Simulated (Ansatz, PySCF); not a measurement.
CClF2, SMILES [C](F)(F)Cl (connectivity only; charge and spin as stated), charge +1, multiplicity 1. Atoms are numbered in the order given.

```xyz
4

F      0.0000     1.0592    -1.0423
C      0.0000     0.0000    -0.3786
F      0.0000    -1.0592    -1.0423
Cl     0.0000     0.0000     1.2351
```
Charge +1, spin multiplicity 1.

Geometry optimised at ωB97X-D3(BJ)/def2-TZVP. The multiplicity is an assumed one; other spin states were not compared. The isomer is the one that the SMILES or the coordinates give; other isomers of the formula were not compared.

Two levels are set side by side: PBE-D3(BJ)/def2-TZVP (Ansatz, a program for electronic structure) and ωB97X-D3(BJ)/def2-TZVP (PySCF). Each level has its own optimised geometry; the coordinates shown are those of the second. Frequencies come from the Hessian of PySCF at each geometry. Differences are taken from unrounded values.

```tsv
quantity	ωB97X-D3(BJ)
mean bond length (Å)	1.371
bond F1–C2 (Å)	1.250
bond C2–F3 (Å)	1.250
bond C2–Cl4 (Å)	1.614
highest harmonic wavenumber (cm⁻¹)	1561
mean harmonic wavenumber (cm⁻¹)	918
zero-point energy (kcal/mol)	7.88
```

**Question.** What does PBE-D3(BJ) give, and how far is it from ωB97X-D3(BJ)? (Estimate from the structure and the level; the computed values follow.)

**Answer.** 
| quantity | PBE-D3(BJ) | PBE-D3(BJ) minus ωB97X-D3(BJ) |
|---|---|---|
| mean bond length (Å) | 1.384 | 0.012 |
| bond F1–C2 (Å) | 1.264 | 0.014 |
| bond C2–F3 (Å) | 1.264 | 0.014 |
| bond C2–Cl4 (Å) | 1.623 | 0.010 |
| highest harmonic wavenumber (cm⁻¹) | 1470 | -91 |
| mean harmonic wavenumber (cm⁻¹) | 870 | -48 |
| zero-point energy (kcal/mol) | 7.46 | -0.41 |

GGA bonds tend to be longer and softer than those of functionals with exact exchange. Differences between two approximate levels are no errors against the true value.
